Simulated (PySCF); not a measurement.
**AlSn: energy against distance**

Set-up: basis Al cc-pV(D+d)Z, Sn cc-pVDZ-PP with ECP28; scalar-relativistic core potentials; PySCF 2.14. Energies in eV from Al + Sn in their ground configurations at the same level. All curves are PBE0. state 1: ⁴Σ⁻ (quartet), unpaired electrons σ ↑, π ↑↑; state 2: Ms = 0.5 determinant of mixed spin (⟨S²⟩ near 1.8), unpaired electrons σ ↓, π ↑↑, a second solution, started from another occupation; state 3: Ms = 0.5 determinant of mixed spin (⟨S²⟩ near 1.8), unpaired electrons σ ↑, π ↑↓, a mixture of terms (⟨Lz²⟩ = 2.0), a second solution, started from another occupation; state 4: doublet, unpaired electrons σ ↑, a mixture of terms (⟨Lz²⟩ = 2.0), a second solution, started from another occupation.

```csv
R (Å),state 1,state 2,state 3,state 4
2.295,-1.600,-1.342,-1.250,
2.401,-1.953,-1.685,-1.603,-0.967
2.508,-2.143,-1.865,-1.792,-1.175
2.588,-2.210,-1.922,-1.856,-1.250
2.668,-2.227,-1.930,-1.870,-1.274
2.748,-2.208,-1.902,-1.848,-1.260
2.855,-2.142,-1.824,-1.777,-1.199
2.988,-2.015,-1.685,-1.645,-1.078
3.148,-1.829,-1.489,-1.454,
3.362,-1.558,-1.216,-1.178,
```

Problem. Put a parabola through the three lowest points of the state 1 curve and estimate Re, k and ωe (reduced mass 22.03 u; 1 eV/Å² = 0.16022 mdyn/Å; ωe = 1302.8·√(k/μ) cm⁻¹).

Solution. Through R = 2.588, 2.668, 2.748 Å the second-order coefficient is 2.81 eV/Å², so Re ≈ 2.666 Å, k ≈ 0.901 mdyn/Å and ωe ≈ 264 cm⁻¹. A polynomial fit of higher order to the unrounded PBE0 energies gives Re = 2.662 Å, k = 0.926 mdyn/Å, ωe = 267 cm⁻¹; anharmonicity and rounding make the difference.

The higher-order fit for each curve: state 1: Re = 2.662 Å, ωe = 267 cm⁻¹, De = 2.23 eV; state 2: Re = 2.643 Å, ωe = 277 cm⁻¹, minimum 1.93 eV below the ground-state fragments; state 3: Re = 2.656 Å, ωe = 272 cm⁻¹, minimum 1.87 eV below the ground-state fragments; state 4: Re = 2.675 Å, ωe = 268 cm⁻¹, minimum 1.27 eV below the ground-state fragments.

These are scalar-relativistic numbers at best; spin–orbit coupling would shift them, the dissociation energy most. The state was picked by a PBE0 search and need not be the measured ground state.
